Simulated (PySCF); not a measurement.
PySCF input (HF/def2-TZVPD):

```python
from pyscf import gto, scf, dft

mol = gto.M(
    atom='''
    B     0.69591944    0.23306312   -0.11186508
    O     1.07728501    1.42157826    0.29926586
    C    -0.26658478   -0.93430802    0.03338347
    O    -1.40394228   -0.85576297   -0.44604390
    H     0.63242677    1.80210014    1.07246661
    H     0.10074296   -1.88809008    0.46078218
    ''',
    basis='def2-tzvpd',
    charge=0,
    spin=1,
    verbose=4,
)

mf = scf.UHF(mol).density_fit(auxbasis='def2-universal-jkfit')
mf.conv_tol = 1e-9
mf.max_cycle = 100
mf.max_memory = 1500
mf.kernel()
if not mf.converged:
    mf = mf.newton()
    mf.kernel(mf.make_rdm1())
for _ in range(2):
    mo, _, stable, _ = mf.stability(return_status=True)
    if stable:
        break
    mf.kernel(mf.make_rdm1(mo, mf.mo_occ))
mf.analyze()
```

Output:

```
PySCF version 2.14.0

[INPUT] verbose = 4
[INPUT] num. atoms = 6
[INPUT] num. electrons = 29
[INPUT] charge = 0
[INPUT] spin (= nelec alpha-beta = 2S) = 1
[INPUT] symmetry False subgroup None
[INPUT] Mole.unit = angstrom
[INPUT] Symbol           X                Y                Z      unit          X                Y                Z       unit  Magmom
[INPUT]  1 B      0.695919440000   0.233063120000  -0.111865080000 AA    1.315097146361   0.440425466537  -0.211394364103 Bohr   0.0
[INPUT]  2 O      1.077285010000   1.421578260000   0.299265860000 AA    2.035773626999   2.686393576036   0.565530513832 Bohr   0.0
[INPUT]  3 C     -0.266584780000  -0.934308020000   0.033383470000 AA   -0.503772223177  -1.765586273785   0.063085615388 Bohr   0.0
[INPUT]  4 O     -1.403942280000  -0.855762970000  -0.446043900000 AA   -2.653066403897  -1.617157640844  -0.842900810533 Bohr   0.0
[INPUT]  5 H      0.632426770000   1.802100140000   1.072466610000 AA    1.195113389143   3.405475713640   2.026668170641 Bohr   0.0
[INPUT]  6 H      0.100742960000  -1.888090080000   0.460782180000 AA    0.190376603378  -3.567973149708   0.870752123280 Bohr   0.0

nuclear repulsion = 90.4591347072097
number of shells = 64
number of NR pGTOs = 236
number of NR cGTOs = 172
basis = def2-tzvpd
ecp = {}

******** <class 'pyscf.df.df_jk.DFUHF'> ********
method = DFUHF
initial guess = minao
damping factor = 0
level_shift factor = 0
DIIS = <class 'pyscf.scf.diis.CDIIS'>
diis_start_cycle = 1
diis_space = 8
diis_damp = 0
SCF conv_tol = 1e-09
SCF conv_tol_grad = None
SCF max_cycles = 100
direct_scf = False
number electrons alpha = 15  beta = 14
Set gradient conv threshold to 3.16228e-05
******** <class 'pyscf.df.df.DF'> ********
auxbasis = def2-universal-jkfit
init E= -214.028341735353
  alpha nocc = 15  HOMO = -0.10139969707275  LUMO = 0.00259091966426439
  beta  nocc = 14  HOMO = -0.321914253641513  LUMO = -0.10139969707275

WARN: HOMO -0.10139969707275 >= LUMO -0.10139969707275

cycle= 1 E= -213.311310894446  delta_E= 0.717  |g|= 0.584  |ddm|= 1.59
  alpha nocc = 15  HOMO = -0.2687312529509  LUMO = 0.0255296012392776
  beta  nocc = 14  HOMO = -0.283651387814853  LUMO = -0.0154281427343825
  HOMO = -0.268731252951  LUMO = -0.0154281427344  gap/eV = 6.89273
cycle= 2 E= -213.382814260843  delta_E= -0.0715  |g|= 0.511  |ddm|= 0.692
  alpha nocc = 15  HOMO = -0.30619546923473  LUMO = 0.0403595658021416
  beta  nocc = 14  HOMO = -0.397097958508045  LUMO = 0.0155845628079163
  HOMO = -0.306195469235  LUMO = 0.0155845628079  gap/eV = 8.75608
cycle= 3 E= -213.479398302198  delta_E= -0.0966  |g|= 0.0669  |ddm|= 0.307
  alpha nocc = 15  HOMO = -0.306175428411798  LUMO = 0.0553939062574109
  beta  nocc = 14  HOMO = -0.389047309217979  LUMO = 0.0228950637448371
  HOMO = -0.306175428412  LUMO = 0.0228950637448  gap/eV = 8.95446
cycle= 4 E= -213.486687080718  delta_E= -0.00729  |g|= 0.0436  |ddm|= 0.131
[...]
  beta  nocc = 14  HOMO = -0.420835715739667  LUMO = 0.031021751900024
  HOMO = -0.32578831264  LUMO = 0.0310217519  gap/eV = 9.70930
Extra cycle  E= -213.497283875297  delta_E= -1.91e-10  |g|= 7.82e-06  |ddm|= 1.27e-05
converged SCF energy = -213.497283875297  <S^2> = 0.88793388  2S+1 = 2.1334797
uhf_internal: lowest eigs of H = [0.14319309 0.17115198 0.18391661]
<class 'pyscf.df.df_jk.DFUHF'> wavefunction is stable in the internal stability analysis
**** SCF Summaries ****
Total Energy =                        -213.497283875296660
Nuclear Repulsion Energy =              90.459134707209685
One-electron Energy =                 -471.262066958312460
Two-electron Energy =                  167.305648375806157
Two-electron Coulomb Energy =          193.604381506258733
DFT Exchange-Correlation Energy =      -26.298733130452575
HOMO-LUMO gap [eV] =                     9.709296402011304
**** MO energy ****
                             alpha | beta                alpha | beta
MO #1   energy= -20.6276205711975  | -20.6273183840898  occ= 1 | 1
MO #2   energy= -20.5782906693972  | -20.5566517638227  occ= 1 | 1
MO #3   energy= -11.3039199119454  | -11.3113017983292  occ= 1 | 1
MO #4   energy= -7.669879403663    | -7.65461182557178  occ= 1 | 1
MO #5   energy= -1.42389308342248  | -1.42167460283718  occ= 1 | 1
MO #6   energy= -1.40527428820065  | -1.35527303293986  occ= 1 | 1
MO #7   energy= -0.878161918591733 | -0.862868834319123 occ= 1 | 1
MO #8   energy= -0.81108343486672  | -0.800344602725534 occ= 1 | 1
MO #9   energy= -0.695793994849637 | -0.685439564393782 occ= 1 | 1
MO #10  energy= -0.651879481891228 | -0.635429143920519 occ= 1 | 1
MO #11  energy= -0.634821840714716 | -0.615898170015563 occ= 1 | 1
MO #12  energy= -0.595320157703631 | -0.591716775278417 occ= 1 | 1
MO #13  energy= -0.587499006999469 | -0.475112174847119 occ= 1 | 1
MO #14  energy= -0.447066767212455 | -0.420835715739667 occ= 1 | 1
MO #15  energy= -0.325788312639691 | 0.031021751900024  occ= 1 | 0
MO #16  energy= 0.0306461123168091 | 0.0710583038147258 occ= 0 | 0
MO #17  energy= 0.075570781776415  | 0.0813184755555088 occ= 0 | 0
MO #18  energy= 0.0788310959670756 | 0.0837500140376649 occ= 0 | 0
MO #19  energy= 0.0890827304750233 | 0.0992940330597229 occ= 0 | 0
MO #20  energy= 0.105964905662956  | 0.111741098530803  occ= 0 | 0
MO #21  energy= 0.118461052642188  | 0.126729385040771  occ= 0 | 0
MO #22  energy= 0.121169798509571  | 0.134168336487103  occ= 0 | 0
MO #23  energy= 0.127988072183067  | 0.141167115059387  occ= 0 | 0
MO #24  energy= 0.141259904785104  | 0.147449467836566  occ= 0 | 0
MO #25  energy= 0.152989859788336  | 0.157127474251572  occ= 0 | 0
MO #26  energy= 0.171104369190464  | 0.176906156761663  occ= 0 | 0
MO #27  energy= 0.183724322103313  | 0.187384176971461  occ= 0 | 0
MO #28  energy= 0.200433979960582  | 0.205991578688644  occ= 0 | 0
MO #29  energy= 0.206929489514953  | 0.218853920514674  occ= 0 | 0
MO #30  energy= 0.222110829357043  | 0.230739278502642  occ= 0 | 0
MO #31  energy= 0.248088494802515  | 0.251716960110592  occ= 0 | 0
MO #32  energy= 0.267520361987498  | 0.280258811834034  occ= 0 | 0
MO #33  energy= 0.284762426708095  | 0.287578665471859  occ= 0 | 0
MO #34  energy= 0.287814861644508  | 0.294178328224579  occ= 0 | 0
MO #35  energy= 0.300742848155634  | 0.304733219200254  occ= 0 | 0
MO #36  energy= 0.311956518312573  | 0.316222704121028  occ= 0 | 0
MO #37  energy= 0.317173790823356  | 0.328844958971847  occ= 0 | 0
MO #38  energy= 0.335954967408258  | 0.339366948893035  occ= 0 | 0
MO #39  energy= 0.352502929547671  | 0.354682367127298  occ= 0 | 0
MO #40  energy= 0.354788428534941  | 0.356213693432459  occ= 0 | 0
MO #41  energy= 0.36166295393342   | 0.371887933625277  occ= 0 | 0
MO #42  energy= 0.376230229070075  | 0.378479300616387  occ= 0 | 0
MO #43  energy= 0.387498917358294  | 0.384822790629101  occ= 0 | 0
MO #44  energy= 0.402448250616605  | 0.407116525250956  occ= 0 | 0
MO #45  energy= 0.409308597667607  | 0.412502451712866  occ= 0 | 0
MO #46  energy= 0.42265826548752   | 0.433216163457026  occ= 0 | 0
MO #47  energy= 0.450993081699551  | 0.466651870500106  occ= 0 | 0
MO #48  energy= 0.477590905406661  | 0.478914636769857  occ= 0 | 0
MO #49  energy= 0.510598534778611  | 0.518231753423669  occ= 0 | 0
MO #50  energy= 0.516733591876253  | 0.523996859405454  occ= 0 | 0
MO #51  energy= 0.543519420308583  | 0.546053375609941  occ= 0 | 0
MO #52  energy= 0.547147325613695  | 0.553002522724776  occ= 0 | 0
MO #53  energy= 0.578453921128173  | 0.583560313896804  occ= 0 | 0
MO #54  energy= 0.600394623326038  | 0.604882638306576  occ= 0 | 0
MO #55  energy= 0.613675720212607  | 0.615242149492192  occ= 0 | 0
MO #56  energy= 0.616770098791666  | 0.626902043037381  occ= 0 | 0
MO #57  energy= 0.629296250657298  | 0.634336456944269  occ= 0 | 0
MO #58  energy= 0.658013823445998  | 0.660459787237833  occ= 0 | 0
MO #59  energy= 0.683737257285517  | 0.69072863342106   occ= 0 | 0
MO #60  energy= 0.692347484612992  | 0.696599930785672  occ= 0 | 0
MO #61  energy= 0.699315810095479  | 0.700514224440545  occ= 0 | 0
MO #62  energy= 0.713434648568566  | 0.713696983618441  occ= 0 | 0
MO #63  energy= 0.716672408551636  | 0.726821811305984  occ= 0 | 0
MO #64  energy= 0.7534894596782    | 0.756980863585756  occ= 0 | 0
MO #65  energy= 0.775792862725044  | 0.798474585602261  occ= 0 | 0
MO #66  energy= 0.805058281079395  | 0.82060574230773   occ= 0 | 0
MO #67  energy= 0.819903891456439  | 0.826930946197904  occ= 0 | 0
MO #68  energy= 0.849881111722707  | 0.856690521307978  occ= 0 | 0
MO #69  energy= 0.867082855739001  | 0.869758778211291  occ= 0 | 0
MO #70  energy= 0.888878338710523  | 0.900038297678712  occ= 0 | 0
MO #71  energy= 0.921306869315849  | 0.927470198768454  occ= 0 | 0
MO #72  energy= 0.954993866375098  | 0.95724979942392   occ= 0 | 0
MO #73  energy= 1.01169712265513   | 1.01602614394452   occ= 0 | 0
MO #74  energy= 1.05549565954847   | 1.07148351391711   occ= 0 | 0
MO #75  energy= 1.0708162278178    | 1.08897992043587   occ= 0 | 0
MO #76  energy= 1.07835411277522   | 1.09556138431821   occ= 0 | 0
MO #77  energy= 1.12864713595883   | 1.12849757485157   occ= 0 | 0
MO #78  energy= 1.14295116566814   | 1.1662698683102    occ= 0 | 0
MO #79  energy= 1.1781435112436    | 1.18324493855343   occ= 0 | 0
MO #80  energy= 1.20141571256371   | 1.20238043212945   occ= 0 | 0
MO #81  energy= 1.22096360028756   | 1.2242155369876    occ= 0 | 0
MO #82  energy= 1.27167772026377   | 1.27874967361141   occ= 0 | 0
MO #83  energy= 1.31378099055665   | 1.32237342019175   occ= 0 | 0
MO #84  energy= 1.34075639731907   | 1.35441110394882   occ= 0 | 0
MO #85  energy= 1.3898228709807    | 1.39527394146977   occ= 0 | 0
MO #86  energy= 1.43367030804274   | 1.43767953712381   occ= 0 | 0
MO #87  energy= 1.48066401458093   | 1.49133973876345   occ= 0 | 0
MO #88  energy= 1.52423743788975   | 1.54391559276864   occ= 0 | 0
MO #89  energy= 1.6186488360915    | 1.62462007129096   occ= 0 | 0
MO #90  energy= 1.64744775572113   | 1.64653155600116   occ= 0 | 0
MO #91  energy= 1.76675387505473   | 1.77075914788541   occ= 0 | 0
MO #92  energy= 1.80056824948307   | 1.81140426770452   occ= 0 | 0
MO #93  energy= 1.87321910103486   | 1.87893167833675   occ= 0 | 0
MO #94  energy= 1.93428236271584   | 1.94998934803199   occ= 0 | 0
MO #95  energy= 1.9712374894212    | 1.97808157070896   occ= 0 | 0
MO #96  energy= 1.97653971177224   | 1.99841105072362   occ= 0 | 0
MO #97  energy= 2.01227403483513   | 2.02314998456456   occ= 0 | 0
MO #98  energy= 2.04732660166934   | 2.05687331898343   occ= 0 | 0
MO #99  energy= 2.10206911083658   | 2.10280775718987   occ= 0 | 0
MO #100 energy= 2.12440047552016   | 2.14486612843927   occ= 0 | 0
MO #101 energy= 2.15747582881842   | 2.17214998352868   occ= 0 | 0
MO #102 energy= 2.17168404039369   | 2.18982864359438   occ= 0 | 0
MO #103 energy= 2.19108884453772   | 2.21229251574367   occ= 0 | 0
MO #104 energy= 2.22747887416071   | 2.23644109854667   occ= 0 | 0
[...]
```

It need not be the lowest isomer of its formula.

The determinant is spin-contaminated: <S^2> is 0.89 against 0.75 for a pure state.
